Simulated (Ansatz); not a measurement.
nido-B5H9 (I for H, site a on B) (B₅H₈I). Charge 0, multiplicity 1. Geometry B3LYP-D4/def2-SVP.

```tsv
atom	x (Å)	y (Å)	z (Å)
B1	0.478	-1.192	-0.005
B2	-1.091	-0.366	-0.356
B3	-0.214	-0.062	1.064
B4	1.236	0.414	0.311
B5	-0.331	1.240	-0.026
I6	-3.125	-1.044	-0.651
H7	0.806	-2.331	0.139
H8	-0.518	-0.153	2.215
H9	2.280	0.765	0.777
H10	-0.751	2.352	0.097
H11	-0.265	-1.108	-1.136
H12	-0.870	0.710	-1.153
H13	0.879	1.301	-0.645
H14	1.487	-0.526	-0.630
```

In the def2 sets I takes a core potential, while STO-3G treats all electrons; there is no spin–orbit coupling. Another isomer (singlet) lies 0.06 eV lower at PBE0-D4/def2-TZVP; other spin states weren't run for this one.

(1) Estimate the orbital energies around the gap (eV) in Ansatz with HF/STO-3G, PBE-D4/def2-SVP, PBE-D4/def2-TZVP, PBE0-D4/def2-SVP, PBE0-D4/def2-TZVP.

Answers

(1) 
```csv
orbital,HF/STO-3G,PBE-D4/def2-SVP,PBE-D4/def2-TZVP,PBE0-D4/def2-SVP,PBE0-D4/def2-TZVP
HOMO−5,-12.24,-8.80,-8.86,-10.09,-10.11
HOMO−4,-11.01,-8.41,-8.54,-9.84,-9.91
HOMO−3,-10.27,-7.91,-7.97,-9.13,-9.14
HOMO−2,-10.10,-7.62,-7.68,-8.80,-8.81
HOMO−1,-7.66,-6.41,-6.54,-7.57,-7.66
HOMO,-7.37,-6.14,-6.27,-7.26,-7.34
LUMO,6.60,-1.51,-1.63,-0.65,-0.75
LUMO+1,8.68,-0.74,-0.94,0.13,-0.06
LUMO+2,10.53,0.18,-0.29,1.10,0.44
LUMO+3,10.73,0.23,-0.03,1.15,0.77
LUMO+4,11.11,0.50,-0.01,1.36,0.88
LUMO+5,13.04,1.07,0.34,2.00,1.21
```
